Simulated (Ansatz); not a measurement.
Molecule: GaCl (charge -1, doublet). 
Coordinates optimised at B3LYP-D3(BJ)/def2-TZVP (Ansatz, a quantum-chemistry and plane-wave program):
```
Ga
Cl 1 2.4602
```
Charge -1, spin multiplicity 2.

Basis-set convergence of Hartree-Fock and MP2 correlation energies (hartree) with Ansatz. Cores are frozen in the correlated levels unless marked. UHF or UKS for open shells. No spin-orbit coupling. Frozen are the shells of the preceding noble gas and the d and f shells that filled before the atom's block. Non-relativistic.

```json
[
 {"basis": "def2-SVPD", "functions": "65", "E(HF)": "-2382.42851", "E(corr, MP2)": "-0.19481"},
 {"basis": "def2-TZVPPD", "functions": "105", "E(HF)": "-2382.82650", "E(corr, MP2)": "-0.24814"},
 {"basis": "def2-QZVPPD", "functions": "174", "E(HF)": "-2382.88060", "E(corr, MP2)": "-0.27141"}
]
```

Extrapolating the two largest sets (X = 3 and 4) as X^-3: E(corr) = (64·(-0.27141) - 27·(-0.24814))/37 = -0.2884 Eh, an estimate of the basis-set limit. The largest set recovers 94.1 % of it, the smallest 67.6 %.
